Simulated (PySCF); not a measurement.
C5H5NSi.
Numbering: `[CH:1]#[C:2][C@@H:3]1[CH2:4][Si@H:5]1[C:6]#[N:7]` (hydrogens: H8 on C1; H9 on C3; H10, H11 on C4; H12 on Si5)

Computed by this run: PBE0-D3(BJ)/def2-SVP geometry optimisation, gas phase in PySCF 2.14.0; density fitting, grid level 1; the optimiser is geomeTRIC in internal coordinates, started from a GFN2-xTB structure with every atom displaced at random (about 0.01 Å).

Step 0: E = -14611.6839 eV
```
atom  x, y, z in Å  |  force x, y, z in eV/Å
C1      2.3096   -1.6527    0.6596   -3.599   1.426  -1.038
C2      1.1987   -1.2224    0.3436    1.873  -0.683   0.736
C3     -0.0782   -0.6894   -0.0347    1.444   0.840   0.160
C4     -0.0698    0.2543   -1.2542   -2.830  -0.321   1.120
Si5    -0.4716    1.1293    0.3564   -0.389  -0.695  -0.606
C6     -2.2697    1.4392    0.6899    4.043  -0.599  -0.801
N7     -3.3648    1.6316    0.9067   -3.661   0.617   0.715
H8      3.2413   -2.0088    0.9165    1.823  -0.728   0.514
H9     -0.8604   -1.4119    0.0525   -1.003  -0.516  -0.058
H10    -0.8891    0.0454   -1.9586    0.098   0.262   0.061
H11     0.8420    0.4152   -1.7244    2.092   0.334  -0.929
H12     0.4508    2.0410    1.0378    0.108   0.062   0.127
```

Step 1: E = -14611.8837 eV
```
atom  x, y, z in Å  |  force x, y, z in eV/Å
C1      2.2891   -1.5253    0.7323    0.418  -0.497  -0.113
C2      1.1818   -1.2724    0.3055   -0.089   0.507   0.293
C3     -0.0910   -0.7429   -0.0924   -0.022  -0.218   0.061
C4     -0.1198    0.2397   -1.2822    0.294   0.058  -0.156
Si5    -0.4581    1.0523    0.3489    0.015  -0.107  -0.152
C6     -2.2108    1.4595    0.7200   -0.251  -0.007   0.039
N7     -3.3246    1.6909    0.9605    0.255  -0.030  -0.058
H8      3.2688   -1.8750    1.0254   -0.222   0.146  -0.012
H9     -0.9234   -1.4593   -0.0240    0.000   0.138  -0.070
H10    -0.9415    0.1009   -1.9894   -0.077   0.038  -0.031
H11     0.8542    0.4059   -1.7800   -0.336  -0.009   0.192
H12     0.5141    1.8963    1.0664    0.015  -0.019   0.007
```

Q: Estimate the geometry and energy of step 2. (The exact step hangs on the optimiser's Hessian estimate; all steps are aligned on step 1, rigid shifts and turns removed.)

A: E = -14611.9073 eV, largest force 0.386 eV/Å
```
atom  x, y, z in Å  |  force x, y, z in eV/Å
C1      2.3048   -1.5546    0.7254   -0.136  -0.247  -0.237
C2      1.1959   -1.2530    0.3287    0.097   0.298   0.226
C3     -0.0802   -0.7286   -0.0729    0.094  -0.149   0.013
C4     -0.1223    0.2445   -1.2748    0.057   0.004  -0.074
Si5    -0.4570    1.0638    0.3466   -0.029  -0.004  -0.045
C6     -2.2179    1.4478    0.6993   -0.043  -0.012   0.038
N7     -3.3346    1.6686    0.9268    0.037   0.007  -0.017
H8      3.2745   -1.9257    1.0029   -0.005   0.072   0.053
H9     -0.9149   -1.4383   -0.0044   -0.017   0.036  -0.015
H10    -0.9558    0.1076   -1.9720    0.004  -0.004   0.018
H11     0.8379    0.4196   -1.7752   -0.059   0.004   0.034
H12     0.5082    1.9189    1.0606    0.000  -0.005   0.006
```

The energy changes by -0.0236 eV. The first-order estimate −F·Δx gives -0.0335 eV and the mean of the old and new forces, exact on a quadratic surface, -0.0238 eV. The step makes an angle of 74° with the force vector and moves no atom by more than 0.056 Å.

The cost below is that of the whole optimisation. Hardware: an Arm Neoverse V2 with one thread (shared host). Cost: 42 s of wall time, 0.49 GiB resident at most.
